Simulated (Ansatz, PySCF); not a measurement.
Complex: CH4O (SMILES CO) (first 6 atoms) with H2 (SMILES [H][H]); geometry from B3LYP-D3(BJ)/def2-TZVP, rigid monomers moved along the line of their centres of mass till O2···H7 is 2.92 Å.
(charge 0, multiplicity 1):
```
atom    x (Å)    y (Å)    z (Å)
----  -------  -------  -------
C      0.6856   0.3495  -0.3547
O     -0.6614   0.2028   0.0765
H      1.3729  -0.2815   0.2193
H      0.9563   1.3913  -0.1904
H      0.8022   0.1252  -1.4204
H     -0.9365  -0.7074  -0.0722
H     -0.2244  -0.2789   2.9198
H      0.0451  -0.5183   3.5730
```

Counterpoise-corrected where a basis set is named; no monomer relaxation.

Correlated levels freeze the cores. CBS(a, b) extrapolates the correlation energy as X⁻³ and adds the Hartree–Fock energy of set b.

Codes used: Ansatz (Gaussian basis) for Hartree–Fock, density functionals and correlated methods; PySCF for the dispersion terms. 

PBE/def2-TZVPPD gives -0.61 kcal/mol for the interaction energy.

Problem. Where do these levels fall relative to PBE: PBE-D3(BJ)/def2-TZVPPD, r2SCAN/def2-TZVPPD, PBE0/def2-TZVPPD, wB97M-V/def2-TZVPPD, MP2/CBS(aug-cc-pVDZ, aug-cc-pVTZ), MP2/CBS(aug-cc-pVDZ, aug-cc-pVTZ) + ΔCCSD(T)/aug-cc-pVDZ.

Solution. PBE-D3(BJ)/def2-TZVPPD -0.27; r2SCAN/def2-TZVPPD 0.16; PBE0/def2-TZVPPD 0.07; wB97M-V/def2-TZVPPD -0.02; MP2/CBS(aug-cc-pVDZ, aug-cc-pVTZ) -0.04; MP2/CBS(aug-cc-pVDZ, aug-cc-pVTZ) + ΔCCSD(T)/aug-cc-pVDZ -0.05 kcal/mol. 2 of 6 lie above PBE; the widest gap is to PBE-D3(BJ)/def2-TZVPPD.

Ansatz is a program for electronic structure.
